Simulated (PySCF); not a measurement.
**Two-photon absorption: SMILES C#CC1=C/C=C\C=C/C=C\1, C₁₀H₈**

Molfile (atoms numbered from 1):
```
C10H8
     RDKit          3D

 18 18  0  0  0  0  0  0  0  0999 V2000
    2.2970   -0.3067    3.0518 C   0  0  0  0  0  0  0  0  0  0  0  0
    1.6846   -0.1510    2.0149 C   0  0  0  0  0  0  0  0  0  0  0  0
    0.9629   -0.0247    0.7860 C   0  0  0  0  0  0  0  0  0  0  0  0
    0.7254    1.2022    0.2676 C   0  0  0  0  0  0  0  0  0  0  0  0
    0.0606    1.5153   -0.9963 C   0  0  0  0  0  0  0  0  0  0  0  0
   -1.1588    1.1151   -1.3957 C   0  0  0  0  0  0  0  0  0  0  0  0
   -2.0966    0.2589   -0.6628 C   0  0  0  0  0  0  0  0  0  0  0  0
   -1.8521   -0.9626   -0.1627 C   0  0  0  0  0  0  0  0  0  0  0  0
   -0.5942   -1.7113   -0.2622 C   0  0  0  0  0  0  0  0  0  0  0  0
    0.6219   -1.3096    0.1290 C   0  0  0  0  0  0  0  0  0  0  0  0
    2.8388   -0.4309    3.9709 H   0  0  0  0  0  0  0  0  0  0  0  0
    1.1309    2.0596    0.8176 H   0  0  0  0  0  0  0  0  0  0  0  0
    0.5859    2.2397   -1.6314 H   0  0  0  0  0  0  0  0  0  0  0  0
   -1.5416    1.5349   -2.3344 H   0  0  0  0  0  0  0  0  0  0  0  0
   -3.1221    0.6418   -0.5888 H   0  0  0  0  0  0  0  0  0  0  0  0
   -2.6914   -1.5042    0.2907 H   0  0  0  0  0  0  0  0  0  0  0  0
   -0.6841   -2.7332   -0.6522 H   0  0  0  0  0  0  0  0  0  0  0  0
    1.4555   -2.0159    0.0429 H   0  0  0  0  0  0  0  0  0  0  0  0
  1  2  3  0
  2  3  1  0
  3  4  2  0
  4  5  1  0
  5  6  2  0
  6  7  1  0
  7  8  2  0
  8  9  1  0
  9 10  2  0
 10  3  1  0
  1 11  1  0
  4 12  1  0
  5 13  1  0
  6 14  1  0
  7 15  1  0
  8 16  1  0
  9 17  1  0
 10 18  1  0
M  END
```

Method used: TDDFT CAM-B3LYP/aug-cc-pVDZ excited states, vertical, gas phase (PySCF). Geometry: PBE0-D3(BJ)/def2-SVP.

(1) Give the one- and two-photon strengths of the lowest singlets.

Answers

(1) δ for parallel linear polarisation; σ at the peak of a Lorentzian of half width 0.1 eV, single beam; Ω is circular over linear.
```csv
state,E (eV),f,photon λ (nm),δ (au),σ (GM),Ω,main
S1,3.57,0.020,694,0.35,0.00,1.49,HOMO→LUMO 0.95
S2,5.09,0.025,487,392,3.73,0.78,"HOMO−1→LUMO 0.66, HOMO→LUMO+2 0.13"
S3,5.23,0.011,474,31.9,0.32,0.62,"HOMO−2→LUMO 0.68, HOMO−3→LUMO 0.12"
S4,5.42,0.346,458,59.5,0.64,0.48,"HOMO−1→LUMO 0.22, HOMO→LUMO+2 0.20"
S5,5.52,0.023,449,106,1.19,1.11,"HOMO−3→LUMO 0.30, HOMO→LUMO+9 0.21"
S6,5.56,0.041,446,423,4.78,0.15,"HOMO→LUMO+1 0.62, HOMO→LUMO+2 0.13"
```

Among these, the strongest one-photon state is S4, the strongest two-photon state S6, with a dipole change of 2.8 D (relaxed, norm of the difference vector).
